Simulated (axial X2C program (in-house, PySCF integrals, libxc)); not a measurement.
**Outer orbitals of CaIn at 3.281 Å, HF**

Computed with an in-house all-electron X2C program for linear molecules (integrals from PySCF). Spin-free means the one-electron spin-free X2C Hamiltonian; two-component (2c) means X2C with spin–orbit coupling and atomic mean-field two-electron Coulomb and Gaunt terms, so the difference of the two also holds small scalar two-electron terms. Basis: In dyall-cv3z [11s12p9d4f1g], Ca dyall-cv3z [11s12p6d4f] (cores contracted in-house); Gaussian nuclei, density fitting, unrestricted open shells. Masses: In 114.904 u, Ca 39.963 u.

The distance is close to the 2c PBE0 minimum; the highest filled and lowest empty levels are listed.

Spin-free orbitals, state M_S = 1/2, Λ = 1 (beyond evenly filled blocks: π+α) (Löwdin shares):

```tsv
symmetry	occupied	ε (eV)	atomic character
δ+α	yes	-26.88	100% In d
π+α	yes	-26.84	100% In d
σα	yes	-26.82	100% In d
δ-α	yes	-26.82	100% In d
δ+β	yes	-26.81	100% In d
δ-β	yes	-26.81	100% In d
π-α	yes	-26.80	100% In d
π-β	yes	-26.75	100% In d
π+β	yes	-26.75	100% In d
σβ	yes	-26.74	100% In d
σα	yes	-11.96	74% In s, 12% Ca p, 10% Ca s
σβ	yes	-9.61	75% In s, 11% Ca s, 8% Ca p
σα	yes	-6.26	63% In p, 24% Ca s, 6% In s
σβ	yes	-5.93	65% Ca s, 25% Ca p, 6% In p
π+α	yes	-5.12	76% In p, 14% Ca p, 9% Ca d
π-α	no	-0.05	49% In p, 46% Ca p, 4% Ca d
σα	no	0.04	64% Ca s, 21% Ca p, 8% In p
π-β	no	0.15	90% Ca p, 9% In p
π+β	no	0.15	90% Ca p, 9% In p
```

Spinors with spin–orbit coupling (state Ω = 1/2):

```
   ω  occupied  ε (eV)              atomic character     λ mixture
 3/2       yes  -27.37                     100% In d  83% δ, 17% π
 1/2       yes  -27.31                     100% In d  64% π, 36% σ
-3/2       yes  -27.30                     100% In d  81% δ, 19% π
-1/2       yes  -27.27                     100% In d  57% π, 43% σ
-5/2       yes  -26.40                     100% In d        100% δ
 5/2       yes  -26.38                     100% In d        100% δ
-3/2       yes  -26.38                     100% In d  81% π, 19% δ
-1/2       yes  -26.36                     100% In d  57% σ, 43% π
 3/2       yes  -26.33                     100% In d  83% π, 17% δ
 1/2       yes  -26.33                     100% In d  64% σ, 36% π
-1/2       yes  -11.85  74% In s, 12% Ca p, 10% Ca s        100% σ
 1/2       yes   -9.69   74% In s, 11% Ca s, 8% Ca p        100% σ
-1/2       yes   -6.12   61% In p, 26% Ca s, 6% In s   99% σ, 1% π
 1/2       yes   -5.98  59% Ca s, 21% Ca p, 15% In p   92% σ, 8% π
 1/2       yes   -5.24   68% In p, 17% Ca p, 8% Ca d  85% π, 15% σ
-3/2        no    0.00   49% Ca p, 46% In p, 4% Ca d        100% π
-1/2        no    0.05   57% Ca s, 28% Ca p, 9% In p  90% σ, 10% π
 3/2        no    0.15             90% Ca p, 9% In p        100% π
-1/2        no    0.15   83% Ca p, 10% In p, 6% Ca s  90% π, 10% σ
```

Task: How does the gap between the highest filled and lowest empty level change from the spin-free to the 2c table?

Result: From 5.07 to 5.24 eV at HF, a change of 0.17 eV.

Mulliken charges and populations of the two-component result (they depend on the basis, above all on diffuse functions):

In -0.27 e (s 9.87 p 19.38 d 20.02), Ca 0.27 e (s 7.21 p 12.41 d 0.11 f 0.01). ⟨Lz⟩ = 0.92 ħ and ⟨Sz⟩ = -0.42 ħ (-0.61 and 0.18 on the two atoms), which add up to Ω.

The state is one determinant whose occupation by symmetry is held fixed; it was picked as the lowest of a PBE0 search that is not exhaustive. Other states lie close and PBE0, whose exact exchange favours high spin, may order them wrongly; the determinant shown need not be the ground state. The nearest other spin-free determinant of the search, M_S = 1/2, Λ = 0, lies 0.30 eV up at the distance of the search. The determinant is spin-polarised beyond a pure state at some levels (its spin-free form has ⟨S²⟩ too high), which makes Re and μ there less reliable.
